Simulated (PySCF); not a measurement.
## Fractional electron number in Ga (gallium, neutral)

The 4p alpha orbital of [Ar] 3d10 4s2 4p1 is emptied in steps (occupation f), with all orbitals relaxed, ending at [Ar] 3d10 4s2. Calculation: PySCF 2.14, in aug-cc-pVTZ-DK (7s6p4d2f, 59 functions); scalar relativity by spin-free X2C-1e. The exact energy is a straight line in f; departures are measured from the line between the end points of the same method.

```
   f  UHF (eV)  LDA (eV)  PBE (eV)  PBE0 (eV)  r2SCAN (eV)  LC-wPBE (eV)  BHandHLYP (eV)  wB97X (eV)  B3LYP (eV)  M06-2X (eV)
   1     0.000     0.000     0.000      0.000        0.000         0.000           0.000       0.000       0.000        0.000
0.75     0.052    -0.596    -0.578     -0.420       -0.550        -0.005          -0.283      -0.057      -0.470       -0.266
 0.5     0.067    -0.805    -0.778     -0.561       -0.729        -0.002          -0.379      -0.081      -0.633       -0.341
0.25     0.049    -0.610    -0.585     -0.418       -0.534         0.003          -0.285      -0.066      -0.477       -0.232
   0     0.000     0.000     0.000      0.000        0.000         0.000           0.000       0.000       0.000        0.000
```

```csv
method,E(f=0) − E(f=1) (eV),−ε at f=1 (eV),−ε at f=0.5 (eV)
UHF,5.522,5.807,5.515
LDA,6.056,2.936,6.017
PBE,5.979,2.938,5.960
PBE0,5.993,3.762,5.998
r2SCAN,6.115,3.186,6.155
LC-wPBE,6.101,6.064,6.121
BHandHLYP,5.882,4.379,5.877
wB97X,5.847,5.560,5.822
B3LYP,6.005,3.525,5.987
M06-2X,5.829,4.394,5.916
```

Orbital energy along the path (eV):

| f | UHF | LDA | PBE | PBE0 | r2SCAN | LC-wPBE | BHandHLYP | wB97X | B3LYP | M06-2X |
| --- | --- | --- | --- | --- | --- | --- | --- | --- | --- | --- |
| 1 | -5.807 | -2.936 | -2.938 | -3.762 | -3.186 | -6.064 | -4.379 | -5.560 | -3.525 | -4.394 |
| 0.75 | -5.654 | -4.430 | -4.411 | -4.868 | -4.651 | -6.099 | -5.122 | -5.682 | -4.731 | -5.141 |
| 0.5 | -5.515 | -6.017 | -5.960 | -5.998 | -6.155 | -6.121 | -5.877 | -5.822 | -5.987 | -5.916 |
| 0.25 | -5.387 | -7.664 | -7.539 | -7.123 | -7.615 | -6.113 | -6.639 | -5.998 | -7.270 | -6.558 |
| 0 | -5.270 | -9.318 | -9.088 | -8.192 | -8.757 | -6.050 | -7.405 | -6.216 | -8.550 | -7.120 |

Reference removal energy between the ground levels: 5.999 eV (measured; NIST Atomic Spectra Database, ionization energies). The calculation has no spin-orbit coupling. UHF lacks correlation.
